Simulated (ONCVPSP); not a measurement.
Which change was made? (Au, ONCV)

```
Element                 : gold (Au)
Generator               : ONCVPSP 4.0.1
Type                    : optimised norm-conserving Vanderbilt (ONCV)
Functional              : PBE
Relativity              : scalar-relativistic
Frozen core             : [Xe] 4f14
Valence charge          : 11
Reference configuration : 5d10 6s0.5 (charge +0.5)
Partial waves           : 6s: rc 2.45 bohr, ncon 5, nbas 9, qcut 3 1/bohr, 2 projectors, debl 1 Ha; p scattering state at 0.18 Ha: rc 2.20 bohr, ncon 4, nbas 8, qcut 3.8 1/bohr, 2 projectors, debl 3.5 Ha; 5d: rc 1.55 bohr, ncon 4, nbas 8, qcut 6 1/bohr, 3 projectors, debl 3.3 Ha
Local potential         : polynomial inside 1.15 bohr (lpopt 5, dvloc0 6 Ha)
Core correction         : Teter function, fcfact 3.75, rcfact 1.45
```

In the p channel the program set the typed energies aside and used 0.050, 3.550 Ha.

Cutoffs, loose and tight: the cutoffs (Ha) at which the residual kinetic energy of the hardest occupied pseudo-wave falls to 1 and 0.1 mHa per electron. They do not see the model core or the augmentation charge, which bear on the density cutoff. Test errors are all-electron minus pseudo excitation energies from the reference, over the configurations 5d10 6s1; 5d10 6s0; 5d9 6s0; 5d9 6s2; variants that change the core or the reference have their own tests.

The base gives: outcome: generated, projector energies reset by the program; cutoff, loose: 20 Ha; cutoff, tight: 78 Ha; bound ghosts: s; GHOST(+) flags above zero: p; largest test error (meV): -73.

Task: After one change the result is: outcome: generated, projector energies reset by the program; cutoff, loose: 15 Ha; cutoff, tight: 25 Ha; bound ghosts: s; GHOST(+) flags above zero: p; largest test error (meV): -43. Which change was it?
A. d: rc 2.06
B. d: rc 2.24
C. d: rc 1.12; local potential polynomial inside 1.12 bohr (lpopt 5, dvloc0 6 Ha)

Result: B. The others give: d: rc 2.06 → outcome: generated, projector energies reset by the program; cutoff, loose: 16 Ha; cutoff, tight: 25 Ha; bound ghosts: s; GHOST(+) flags above zero: p; largest test error (meV): -56 | d: rc 1.12; local potential polynomial inside 1.12 bohr (lpopt 5, dvloc0 6 Ha) → outcome: generated, projector energies reset by the program; cutoff, loose: 20 Ha; cutoff, tight: 34 Ha; bound ghosts: s, d; GHOST(+) flags above zero: p, d; largest test error (meV): -73.
